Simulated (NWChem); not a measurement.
System: BiH3Te; SMILES [TeH][BiH2]

Input file for NWChem:

```
start job
memory heap 200 mb stack 900 mb global 1100 mb
geometry units angstroms
  Bi     0.000297     1.057517    -0.001655
  H     -1.309931     1.143936     1.227883
  H     -1.240272     1.153599    -1.301485
  Te    -0.000240    -1.808655    -0.002091
  H      1.665012    -1.805780     0.000107
end
basis spherical
  * library def2-svp
end
ecp
  Te library def2-ecp
  Bi library def2-ecp
end
dft
  xc slater vwn_5
  iterations 150
end
driver
  maxiter 120
end
task dft optimize
dft
  grid fine
  convergence energy 1d-8 density 1d-7
end
task dft freq numerical
```

Excerpt of the output:

```
             Northwest Computational Chemistry Package (NWChem) 7.3.0
             --------------------------------------------------------

 C1  symmetry detected

                             Geometry "geometry" -> ""
                             -------------------------

 Output coordinates in angstroms (scale by  1.889725989 to convert to a.u.)

  No.       Tag          Charge          X              Y              Z
 ---- ---------------- ---------- -------------- -------------- --------------
    1 Bi                  83.0000     0.01647107     1.09932948     0.00063517
    2 H                    1.0000    -1.29107793     1.19748116     1.23214287
    3 H                    1.0000    -1.22514296     1.20651776    -1.29732726
    4 Te                  52.0000    -0.00973755    -1.76672275     0.00024101
    5 H                    1.0000     1.65547482    -1.77876278    -0.00006778

 Effective nuclear repulsion energy (a.u.)     891.8246664741

                                Z-matrix (autoz)
                                --------

 Units are Angstrom for bonds and degrees for angles

      Type          Name      I     J     K     L     M      Value
      ----------- --------  ----- ----- ----- ----- ----- ----------
    1 Stretch                  1     2                       1.79887
    2 Stretch                  1     3                       1.79939
    3 Stretch                  1     4                       2.86617
    4 Stretch                  4     5                       1.66526
    5 Bend                     1     4     5                89.89033
    6 Bend                     2     1     3                89.37087
    7 Bend                     2     1     4                92.75173
    8 Bend                     3     1     4                93.04716
    9 Torsion                  2     1     4     5        -136.74476
   10 Torsion                  3     1     4     5         133.73938

                           NWChem Geometry Optimization
                           ----------------------------

 maximum gradient threshold         (gmax) =   0.000450
 rms gradient threshold             (grms) =   0.000300
 maximum cartesian step threshold   (xmax) =   0.001800
 rms cartesian step threshold       (xrms) =   0.001200
 fixed trust radius                (trust) =   0.300000
 source of zmatrix                         =   autoz

          -------------------
          Energy Minimization
          -------------------

 Using diagonal initial Hessian
 Scaling for Hessian diagonals: bonds = 1.00  angles = 0.25  torsions = 0.10

          --------
          Step   0

                                 NWChem DFT Module
                                 -----------------

 Summary of "ao basis" -> "ao basis" (spherical)
 ------------------------------------------------------------------------------
       Tag                 Description            Shells   Functions and Types
 ---------------- ------------------------------  ------  ---------------------
 Bi                         def2-svp                10       26   4s4p2d
 H                          def2-svp                 3        5   2s1p
 Te                         def2-svp                10       26   4s4p2d

            General Information
            -------------------
          SCF calculation type: DFT
          Wavefunction type:  closed shell.
          No. of atoms     :     5
          No. of electrons :    50
           Alpha electrons :    25
            Beta electrons :    25
          Charge           :     0
          Spin multiplicity:     1
          Use of symmetry is: off; symmetry adaption is: off
          Maximum number of iterations: 150
          AO basis - number of functions:    67
                     number of shells:    29
          Convergence on energy requested:  1.00D-06
          Convergence on density requested:  1.00D-05
          Convergence on gradient requested:  5.00D-04

              XC Information
              --------------
                        Slater Exchange Functional  1.000 local
                      VWN V Correlation Functional  1.000 local

             Grid Information
             ----------------
          Grid used for XC integration:  medium
          Radial quadrature: Mura-Knowles
          Angular quadrature: Lebedev.
          Tag              B.-S. Rad. Rad. Pts. Rad. Cut. Ang. Pts.
          ---              ---------- --------- --------- ---------
          Bi                  1.60      123          10.0       590
          H                   0.35       45          11.0       434
          Te                  1.40      123          10.0       590
          Grid pruning is: on
          Number of quadrature shells:   381
          Spatial weights used:  Erf1

      Superposition of Atomic Density Guess
      -------------------------------------

 Sum of atomic energies:        -558.14056806

[...]

      ----------------------
      Optimization converged
      ----------------------

  Step       Energy      Delta E   Gmax     Grms     Xrms     Xmax
  ---- ---------------- -------- -------- -------- -------- --------
@    3    -483.76481517 -7.9D-07  0.00022  0.00011  0.00045  0.00095
                                     ok       ok       ok       ok

                                Z-matrix (autoz)
                                --------

 Units are Angstrom for bonds and degrees for angles

      Type          Name      I     J     K     L     M      Value     Gradient
      ----------- --------  ----- ----- ----- ----- ----- ---------- ----------
    1 Stretch                  1     2                       1.81107    0.00017
    2 Stretch                  1     3                       1.81174    0.00017
    3 Stretch                  1     4                       2.84849    0.00022
    4 Stretch                  4     5                       1.67767    0.00008
    5 Bend                     1     4     5                89.21659    0.00005
    6 Bend                     2     1     3                88.62097    0.00001
    7 Bend                     2     1     4                92.65675    0.00002
    8 Bend                     3     1     4                92.98312    0.00002
    9 Torsion                  2     1     4     5        -137.07423    0.00000
   10 Torsion                  3     1     4     5         134.16957   -0.00001

                         Geometry "geometry" -> "geometry"
                         ---------------------------------

 Output coordinates in angstroms (scale by  1.889725989 to convert to a.u.)

  No.       Tag          Charge          X              Y              Z
 ---- ---------------- ---------- -------------- -------------- --------------
    1 Bi                  83.0000     0.03027204     1.08732889     0.00057785
    2 H                    1.0000    -1.29317802     1.19452367     1.23223031
    3 H                    1.0000    -1.22806957     1.20429571    -1.29761645
    4 Te                  52.0000    -0.02034400    -1.76071573    -0.00008516
    5 H                    1.0000     1.65730699    -1.76758967     0.00051746

 Effective nuclear repulsion energy (a.u.)     896.4694073658

                Final and change from initial internal coordinates
                --------------------------------------------------

                                Z-matrix (autoz)
                                --------

 Units are Angstrom for bonds and degrees for angles

[...]

 Rotational Constants
 --------------------
 A=   1.798021 cm-1  (  2.586894 K)
 B=   0.025576 cm-1  (  0.036798 K)
 C=   0.025463 cm-1  (  0.036635 K)

 Temperature                      =   298.15K
 frequency scaling parameter      =   1.0000

 Zero-Point correction to Energy  =   11.553 kcal/mol  (  0.018410 au)
 Thermal correction to Energy     =   14.733 kcal/mol  (  0.023478 au)
 Thermal correction to Enthalpy   =   15.325 kcal/mol  (  0.024422 au)

 Total Entropy                    =   80.023 cal/mol-K
   - Translational                =   43.363 cal/mol-K (mol. weight = 341.9106)
   - Rotational                   =   26.712 cal/mol-K (symmetry #  =        1)
   - Vibrational                  =    9.948 cal/mol-K

 Cv (constant volume heat capacity) =   14.319 cal/mol-K
   - Translational                  =    2.979 cal/mol-K
   - Rotational                     =    2.979 cal/mol-K
   - Vibrational                    =    8.360 cal/mol-K

[normal modes left out]

 ----------------------------------------------------------------------------
 Normal Eigenvalue ||           Projected Infra Red Intensities
  Mode   [cm**-1]  || [atomic units] [(debye/angs)**2] [(KM/mol)] [arbitrary]
 ------ ---------- || -------------- ----------------- ---------- -----------
    1       -0.000 ||    0.002886           0.067         2.814       1.125
    2       -0.000 ||    0.000111           0.003         0.108       0.043
    3       -0.000 ||    0.000000           0.000         0.000       0.000
    4        0.000 ||    0.000144           0.003         0.140       0.056
    5        0.000 ||    0.000117           0.003         0.114       0.045
    6        0.000 ||    0.000069           0.002         0.067       0.027
    7       40.979 ||    0.000033           0.001         0.032       0.013
    8      162.212 ||    0.002488           0.057         2.426       0.969
    9      438.732 ||    0.024217           0.559        23.608       9.435
   10      501.162 ||    0.000655           0.015         0.639       0.255
   11      587.612 ||    0.005942           0.137         5.792       2.315
   12      750.316 ||    0.016867           0.389        16.443       6.572
   13     1759.719 ||    0.156445           3.609       152.510      60.953
   14     1766.694 ||    0.143706           3.315       140.092      55.990
   15     2077.527 ||    0.031315           0.722        30.528      12.201
 ----------------------------------------------------------------------------
```

Level: LDA (Slater exchange, VWN5)/def2-SVP with def2 effective core potentials on Te, Bi. def2 effective core potentials on Te, Bi; no spin-orbit coupling.
